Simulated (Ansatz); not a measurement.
Breaking the Se4–H5 bond in AlH3Se (SMILES [AlH2][SeH]) (multiplicity 1 held, fragments rigid). Energies count from the point at 1.472 Å.
Geometry at that point (charge 0, multiplicity 1):
```xyz
5

Al     0.36409     0.02746    -1.55731
H     -0.69852    -0.56977    -2.55207
H      1.74544     0.64239    -1.99375
Se    -0.20120    -0.03048     0.69658
H      1.06056     0.60674     1.10718
```

R- and RO- levels are restricted; in cc, def2 and unpolarised 6-31G sets they are followed outwards from rest. Active spaces are followed from a long bond inwards. Curves can end on different states.

Frozen-core correlation. Filled d and f shells under p-block atoms count as core.

Programs: Ansatz (an electronic-structure program). Each number belongs to the level named beside it.

Energies in kJ/mol.

```json
[
 {"R (Å)": "1.178", "R-CCSD/def2-SVP": "153", "R-CCSDT/def2-SVP": "154", "CASSCF(4,3)/def2-SVP": "162", "FIC-MRCISD+Q on CASSCF(4,3)/def2-SVP": "154"},
 {"R (Å)": "1.325", "R-CCSD/def2-SVP": "28", "R-CCSDT/def2-SVP": "29", "CASSCF(4,3)/def2-SVP": "33", "FIC-MRCISD+Q on CASSCF(4,3)/def2-SVP": "29"},
 {"R (Å)": "1.472", "R-CCSD/def2-SVP": "0", "R-CCSDT/def2-SVP": "0", "CASSCF(4,3)/def2-SVP": "0", "FIC-MRCISD+Q on CASSCF(4,3)/def2-SVP": "0"},
 {"R (Å)": "1.619", "R-CCSD/def2-SVP": "19", "R-CCSDT/def2-SVP": "18", "CASSCF(4,3)/def2-SVP": "14", "FIC-MRCISD+Q on CASSCF(4,3)/def2-SVP": "18"},
 {"R (Å)": "1.766", "R-CCSD/def2-SVP": "60", "R-CCSDT/def2-SVP": "58", "CASSCF(4,3)/def2-SVP": "49", "FIC-MRCISD+Q on CASSCF(4,3)/def2-SVP": "58"},
 {"R (Å)": "1.987", "R-CCSD/def2-SVP": "132", "R-CCSDT/def2-SVP": "128", "CASSCF(4,3)/def2-SVP": "112", "FIC-MRCISD+Q on CASSCF(4,3)/def2-SVP": "128"},
 {"R (Å)": "2.208", "R-CCSD/def2-SVP": "200", "R-CCSDT/def2-SVP": "192", "CASSCF(4,3)/def2-SVP": "171", "FIC-MRCISD+Q on CASSCF(4,3)/def2-SVP": "192"},
 {"R (Å)": "2.576", "R-CCSD/def2-SVP": "284", "R-CCSDT/def2-SVP": "268", "CASSCF(4,3)/def2-SVP": "240", "FIC-MRCISD+Q on CASSCF(4,3)/def2-SVP": "267"},
 {"R (Å)": "2.944", "R-CCSD/def2-SVP": "332", "R-CCSDT/def2-SVP": "307", "CASSCF(4,3)/def2-SVP": "275", "FIC-MRCISD+Q on CASSCF(4,3)/def2-SVP": "305"},
 {"R (Å)": "3.386", "R-CCSD/def2-SVP": "359", "R-CCSDT/def2-SVP": "325", "CASSCF(4,3)/def2-SVP": "291", "FIC-MRCISD+Q on CASSCF(4,3)/def2-SVP": "322"},
 {"R (Å)": "3.974", "R-CCSD/def2-SVP": "372", "R-CCSDT/def2-SVP": "331", "CASSCF(4,3)/def2-SVP": "296", "FIC-MRCISD+Q on CASSCF(4,3)/def2-SVP": "329"},
 {"R (Å)": "4.710", "R-CCSD/def2-SVP": "376", "R-CCSDT/def2-SVP": "332", "CASSCF(4,3)/def2-SVP": "297", "FIC-MRCISD+Q on CASSCF(4,3)/def2-SVP": "330"}
]
```

Doubts at one or more of the structures used: a restricted determinant that unrestricted orbitals would lower (R-CCSD/def2-SVP, R-CCSDT/def2-SVP); other coupled-cluster roots lie near (R-CCSD/def2-SVP, R-CCSDT/def2-SVP); active orbitals that take no part (CASSCF(4,3)/def2-SVP, FIC-MRCISD+Q on CASSCF(4,3)/def2-SVP).
